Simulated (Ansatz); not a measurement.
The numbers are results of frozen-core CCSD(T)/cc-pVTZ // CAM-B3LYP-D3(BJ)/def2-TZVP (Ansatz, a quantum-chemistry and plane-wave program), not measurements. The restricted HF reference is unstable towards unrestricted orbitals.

Ansatz 0.2 input:
```yaml
crystal:
  periodic: [false, false, false]
  atoms:
    - { symbol: B, position_ang: [-1.825786, 1.082027, 0.412438] }
    - { symbol: C, position_ang: [-0.801125, -0.024274, 0.086785] }
    - { symbol: C, position_ang: [-1.31273, -1.254489, -0.085063] }
    - { symbol: C, position_ang: [0.65898, 0.213403, -0.036174] }
    - { symbol: C, position_ang: [1.186492, 1.423286, 0.126686] }
    - { symbol: C, position_ang: [1.542528, -0.957856, -0.353358] }
    - { symbol: H, position_ang: [-2.974843, 0.776008, 0.486599] }
    - { symbol: H, position_ang: [-1.533929, 2.220873, 0.593458] }
    - { symbol: H, position_ang: [-0.709681, -2.124071, -0.316708] }
    - { symbol: H, position_ang: [-2.377002, -1.422509, 0.005716] }
    - { symbol: H, position_ang: [2.252982, 1.580314, 0.033591] }
    - { symbol: H, position_ang: [0.582322, 2.287651, 0.355315] }
    - { symbol: H, position_ang: [1.265914, -1.416601, -1.305122] }
    - { symbol: H, position_ang: [2.584139, -0.650307, -0.415497] }
    - { symbol: H, position_ang: [1.461738, -1.733456, 0.411332] }
basis:
  gaussian: { orbitals: cc-pVTZ }
correlation:
  method: ccsd_t
```

Output:

```
Functional definition: HF
1736 factors; integrals over basis functions are off by at most 1.2e-3 eV
mean field evaluation 1: about -5962.5789 eV, gradient 3.7e1 eV
mean field evaluation 2: about -5962.9125 eV, gradient 3.7e1 eV
mean field evaluation 4: about -5966.9680 eV, gradient 4.4e0 eV
mean field evaluation 8: about -5967.0319 eV, gradient 2.4e-1 eV
mean field evaluation 16: about -5966.2106 eV, gradient 1.3e1 eV
mean field -5967.03212882 eV, -219.2843861344 hartree, gradient 3.6e-6 eV, S^2 0.000000; 0 other end points of the search recorded, 0 dependent functions left out; unrestricted orbitals would lower it
mean field evaluation 32: about -5967.0511 eV, gradient 1.9e0 eV
6 core orbitals not correlated
reference -5967.03212882 eV, -219.2843861344 hartree; 16, 16 occupied and 284, 284 virtual orbitals, 1736 factors
second order -25.09104691 eV of doubles, -0.00000000 eV of singles
cycle   1  -25.75271083 eV  change   -6.6e-1 eV  update   1.1e-1
cycle   2  -26.42767200 eV  change   -6.7e-1 eV  update   3.4e-2
cycle   3  -26.55875441 eV  change   -1.3e-1 eV  update   1.5e-2
cycle   4  -26.55463354 eV  change    4.1e-3 eV  update   4.5e-3
cycle   5  -26.55423247 eV  change    4.0e-4 eV  update   2.1e-3
cycle   6  -26.55502176 eV  change   -7.9e-4 eV  update   5.5e-4
cycle   7  -26.55486217 eV  change    1.6e-4 eV  update   2.7e-4
cycle   8  -26.55484497 eV  change    1.7e-5 eV  update   1.1e-4
cycle   9  -26.55486357 eV  change   -1.9e-5 eV  update   5.2e-5
cycle  10  -26.55484036 eV  change    2.3e-5 eV  update   1.9e-5
perturbative correction -1.22299743 eV, -0.0449443265 hartree
Total energy: -5994.80996661 eV, -220.3052028447 hartree
```

Cost: around 30 core-minutes (rough).
